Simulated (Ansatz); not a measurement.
CH$_{5}$ISSi (`SC[SiH2]I`). The species carries charge 0 and has multiplicity 1. I takes the def2 core potential.

```xyz
9

S    -1.6647   -1.0448    0.6356
C    -0.1415   -0.1213    0.9511
Si    0.8826    0.1399   -0.5929
I    -0.3867    1.4950   -2.1860
H    -2.1102   -0.2755   -0.3736
H     0.4472   -0.7468    1.6301
H    -0.3458    0.8194    1.4667
H     1.1906   -1.1546   -1.2414
H     2.1285    0.8886   -0.2895
```

(1) What are the harmonic wavenumbers in cm⁻¹ at PBE0-D4/def2-TZVP (Ansatz, finite differences of forces, unscaled)? (Best estimate.)

(2) Is this a minimum?

(3) Give the ideal-gas thermochemistry at 298.15 K and 1 bar (rigid rotor, harmonic oscillator; point group C1, symmetry number 1).

(4) And at 400, 500, 600, 800 and 1000 K?

Results:

(1) The calculation gave: 76, 135, 213, 238, 353, 512, 609, 633, 761, 785, 826, 926, 931, 1136, 1175, 1414, 2229, 2259, 2681, 3063, 3120.

(2) Yes, all 21 modes are real.

(3) Zero-point energy 144.0 kJ/mol; H(298) − E = 163.8 kJ/mol; entropy 356.1 J/(mol·K), of which translation 175.2, rotation 120.9, vibration 60.0; G(298) − E = 57.6 kJ/mol. Modes under 100 cm⁻¹ are hindered rotations or soft bends, so the harmonic entropy is rough.

(4) 
| T (K) | H − E (kJ/mol) | S (J/mol/K) | G − E (kJ/mol) |
| --- | --- | --- | --- |
| 400 | 174.8 | 387.8 | 19.7 |
| 500 | 187.2 | 415.4 | -20.5 |
| 600 | 200.8 | 440.1 | -63.3 |
| 800 | 230.6 | 482.9 | -155.7 |
| 1000 | 263.2 | 519.2 | -256.0 |
